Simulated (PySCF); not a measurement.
Vertical excitations of a molecule C2H10N2OSi from TDA-PBE/def2-SVPD (PySCF), as energy in eV (oscillator strength): 5.37 (0.005), 5.70 (0.051), 6.25 (0.025), 6.36 (0.004), 6.52 (0.010), 6.54 (0.003). Lowest triplet (TDA): 5.21 eV. Geometry: r2SCAN-D4/def2-SVP. The values are those of a single conformer.

Which structure fits?
(A) CO[Si@H](N)CN
(B) COC[SiH](N)N
(C) C[C@@H](N)[Si@H](N)O
(D) CN(C)[Si@H](N)O

C, C[C@@H](N)[Si@H](N)O
